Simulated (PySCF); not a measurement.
Computed with B3LYP-D3(BJ)/def2-TZVP // B3LYP-D3(BJ)/def2-SVP in PySCF. Gas-phase values, no solvent. One relaxed conformer stands for a flexible species; it need not be the lowest. B3LYP has the VWN-RPA correlation part, as in Gaussian. Excitations are Tamm–Dancoff values on a coarser integration grid. The basis has no diffuse functions, so Rydberg states are missing or too high.

Reference species (SMILES): `Bc1csc(F)c1` (neutral, multiplicity 1).

- HOMO–LUMO gap: 4.66 eV
- S1–T1 gap (TDA): 1.26 eV

Changed species: `Bc1sccc1F`.

**Question.** Give the shifts of the HOMO–LUMO gap and S1–T1 gap (TDA).

**Answer.** the HOMO–LUMO gap goes up by 0.16 eV, to 4.82 eV; the S1–T1 gap (TDA) increases by 0.25 eV, to 1.51 eV.
